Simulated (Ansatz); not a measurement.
CHBBrFO, SMILES `FC1(Br)BO1` at its PBE0-D4/def2-TZVP geometry, where that method's forces vanish. The species carries charge 0 and has multiplicity 1.

```xyz
6

F    -0.3971   -0.8300   -1.4721
C     0.0367    0.0133   -0.5300
Br    0.9093    1.5069   -1.3359
B     0.0528   -0.3148    0.9375
O    -0.9878    0.3579    0.4115
H     0.3861   -0.7333    1.9890
```

Question: What forces (eV/Å) does r2SCAN-D4/def2-TZVPP give on these atoms in Ansatz? (Estimate.)

Answer: Computed: 
```
F1  -0.148 -0.198 -0.258
C2   0.374 -0.136  0.113
Br3  0.110  0.220 -0.124
B4   0.261 -0.151  0.123
O5  -0.567  0.244  0.173
H6  -0.032  0.022 -0.027
```
